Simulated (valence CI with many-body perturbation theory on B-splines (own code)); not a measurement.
**Re³⁺: calculation against measured levels**

Method: configuration interaction combined with many-body perturbation theory (CI+MBPT): four valence electrons over a frozen Dirac-Fock core [Xe] 4f14, radial functions for each j: 9 s, 9 p, 10 d, 8 f, 5 g, 3 h, 1 i, with the one-electron correlation potential Σ1, the two-electron term Σ2, the three-electron term Σ3, Breit, model QED; selected CI, second order for the rest, scaled by the run's own slope (own B-spline code, finite nucleus).

Against 62 measured levels this calculation errs by 914 cm⁻¹ on average and by 1875 at most. These come from a selection out of Brasseur, Gamrath and Quinet, At. Data Nucl. Data Tables 157, 101636 (2024). Levels without a partner in it may be off by more, other configurations by 1,000 to 8,000 cm⁻¹. Among the levels kept, up to 300 cm⁻¹ of a level comes from second order outside the variational space, and about a tenth of that is noise between levels of different J, which matters for small intervals. Only levels of the ground parity were solved; by the run's estimate the other parity begins above the list, which can be wrong where configurations are misplaced.

Measured levels: measured levels as listed in Brasseur, Gamrath and Quinet, At. Data Nucl. Data Tables 157, 101636 (2024). Pairs share parity and J, and are chosen by configuration, term and nearness in energy; levels without a clear partner are left out. Energies in cm⁻¹ above the measured ground level. The last column is blank where CI alone has no clear partner.

Names give the largest LS component (configuration and term), which can be under half, so a name can repeat, a term be missing and a line seem to break the LS rules; names also repeat where a configuration has a term twice. Letters in brackets count levels of one name in rising energy.

```
 Computed label  Label in the source  Measured  Computed  Difference  CI alone, difference
       5d4 5D_0               5d4 5D         0       0.0           0                     0
       5d4 5D_1               5d4 5D    3084.1    2923.9        -160                  -523
       5d4 5D_2               5d4 5D    5978.7    5759.7        -219                  -908
       5d4 5D_3               5d4 5D    8350.2    8147.5        -203                 -1175
       5d4 5D_4               5d4 5D   10121.1    9993.0        -128                 -1288
   5d4 3P_0 [a]                  5d4   14503.5   14774.3        +271                 -2180
       5d4 3H_4               5d4 3H   16946.4   16902.8         -44                  -839
   5d4 3P_1 [a]               5d4 3P   19339.9   19689.7        +350                 -2958
       5d4 3G_3               5d4 3G   19817.1   20016.0        +199                 -1411
   5d4 3F_2 [a]               5d4 3F   19850.5   20195.3        +345                 -2037
       5d4 3H_5               5d4 3H   20929.5   20829.2        -100                 -1202
       5d4 3H_6               5d4 3H   22895.9   22747.2        -149                 -1360
   5d4 3G_4 [a]                  5d4   24323.7   24379.5         +56                 -2167
   5d4 3P_2 [a]                  5d4   24352.2   24829.8        +478                 -2969
   5d4 3G_4 [b]                  5d4   26044.0   26266.2        +222                 -1857
   5d4 3F_3 [a]               5d4 3F   26475.6   26787.9        +312                 -2143
       5d4 3D_3               5d4 3D   28526.3   28996.4        +470                 -1655
   5d4 1D_2 [a]                  5d4   29201.0   29742.8        +542                 -3016
       5d4 3G_5               5d4 3G   30051.7   30125.6         +74                 -2441
       5d4 3D_1               5d4 3D   31542.7   32081.7        +539                      
       5d4 1I_6               5d4 1I   32395.8   32232.6        -163                 -2059
   5d4 1D_2 [b]                  5d4   35596.8   36247.8        +651                      
   5d4 1G_4 [a]                  5d4   36034.3   36389.8        +355                 -2902
       5d4 1S_0               5d4 1S   36484.4   37375.1        +891                 -3292
       5d4 1F_3               5d4 1F   38457.7   39174.9        +717                      
    5d3 6s 5F_1        5d3(4F) 6s 5F   39117.8   40089.0        +971                      
    5d3 6s 5F_2        5d3(4F) 6s 5F   41099.6   42067.9        +968                      
   5d4 3P_2 [b]                  5d4   41601.6   42593.7        +992                 -3696
    5d3 6s 5F_3        5d3(4F) 6s 5F   44328.5   45245.0        +916                      
       5d4 3F_4               5d4 3F   44725.8   45522.2        +796                 -3466
   5d4 3F_2 [b]                  5d4   45502.4   46299.2        +797                 -3797
   5d4 3P_1 [b]               5d4 3P   45947.3   46956.5       +1009                 -4534
   5d4 3F_3 [b]               5d4 3F   46525.2   47362.0        +837                 -3553
    5d3 6s 5F_4        5d3(4F) 6s 5F   47703.2   48622.5        +919                -10358
   5d4 3P_0 [b]                  5d4   48745.8   49785.5       +1040                 -4195
   5d4 1G_4 [b]                  5d4   49208.9   50065.5        +857                 -4263
    5d3 6s 5F_5        5d3(4F) 6s 5F   50820.8   51784.0        +963                -10578
    5d3 6s 5P_2           5d3(4P) 6s   52384.7   53839.7       +1455                 -8436
    5d3 6s 5P_1        5d3(4P) 6s 5P   53222.2   54674.2       +1452                 -8661
5d3 6s 3F_2 [a]        5d3(4F) 6s 3F   55502.7   56692.7       +1190                 -8769
    5d3 6s 3G_3           5d3(2G) 6s   57931.2   59198.6       +1267                      
    5d3 6s 5P_3        5d3(4P) 6s 5P   58757.8   60147.7       +1390                      
5d3 6s 3G_4 [a]           5d3(2G) 6s   59116.8   60318.8       +1202                 -9526
    5d3 6s 3D_1           5d3(2D) 6s   60858.3   62545.5       +1687                 -9867
5d3 6s 3P_0 [a]        5d3(2P) 6s 3P   61519.1   63228.5       +1709                 -9751
5d3 6s 3H_5 [a]           5d3(2H) 6s   61557.1   62706.3       +1149                -10011
5d3 6s 3F_3 [a]        5d3(4F) 6s 3F   63119.8   64267.0       +1147                -10469
5d3 6s 3G_4 [b]           5d3(2G) 6s   63934.7   65201.0       +1266                      
    5d3 6s 3D_2           5d3(2D) 6s   64843.3   66415.0       +1572                -10523
5d3 6s 3F_4 [a]        5d3(4F) 6s 3F   65907.5   66991.4       +1084                      
5d3 6s 3P_1 [a]        5d3(2P) 6s 3P   66323.8   67991.5       +1668                -10580
    5d3 6s 3H_6        5d3(2H) 6s 3H   67802.2   68930.9       +1129                -10376
5d3 6s 3H_5 [b]        5d3(2H) 6s 3H   69982.9   71146.8       +1164                -10931
5d3 6s 3P_2 [a]           5d3(4P) 6s   70811.3   72503.9       +1693                      
5d3 6s 3P_1 [b]           5d3(4P) 6s   71331.3   73010.1       +1679                -10080
5d3 6s 3P_0 [b]        5d3(4P) 6s 3P   72990.9   74645.8       +1655                 -8955
    5d3 6s 1H_5        5d3(2H) 6s 1H   74604.6   75771.9       +1167                -10896
5d3 6s 3F_2 [b]        5d3(2F) 6s 3F   75318.4   77168.2       +1850                -10052
5d3 6s 3F_3 [b]        5d3(2F) 6s 3F   75421.4   77296.6       +1875                 -9792
5d3 6s 3F_4 [b]        5d3(2F) 6s 3F   75722.0   77252.3       +1530                -10670
```

The table shows the lowest 60 pairs. Over 62 excited levels the mean absolute difference is 914 cm⁻¹, the median 966 and the largest 1875. For the 51 levels that pair on every rung the mean is CI alone 5847, + Σ1 2932, + Σ2 767, + Σ3 869, + Breit 733, + QED 887. The comparison draws on a selection of the measured levels: 63 of the 65 computed ones have a partner in it, and others may be off by more.
